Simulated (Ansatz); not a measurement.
```yaml
crystal:
  periodic: [false, false, false]
  atoms:
    - {symbol: C, position_ang: [-1.121862, -0.751829, 0.125283]}
    - {symbol: C, position_ang: [-0.006475, -0.325404, -0.545813]}
    - {symbol: Si, position_ang: [1.392913, 0.435658, 0.100576]}
    - {symbol: F, position_ang: [1.049995, 1.228292, 1.497609]}
    - {symbol: F, position_ang: [1.880218, 1.608316, -0.575905]}
    - {symbol: H, position_ang: [-1.406046, -0.284111, 1.346083]}
    - {symbol: H, position_ang: [-2.002249, -1.197030, -0.371254]}
    - {symbol: H, position_ang: [0.141416, -0.677367, -1.507554]}
basis:
  gaussian: {orbitals: x2c-TZVPPall}
magnetization: {spin_polarized: true, initial_magnetization: 2}
hamiltonian: {xc: {name: r2SCAN50}, dispersion: d3bjatm}
accuracy: high
output: {forces: true}
```

```sh
$ ansatz run in.yaml --threads 4 --pin off --events-out ev --progress --plain --max-ram 10444MiB
```

Output, abridged:

```
Error: a molecule whose nuclei and cores have a total charge of 47 cannot have a net charge of 0 together with 2 unpaired electrons
```

(1) What is wrong with this run?

Results:

(1) The number of unpaired electrons doesn't fit the electron count. The program refused the input.
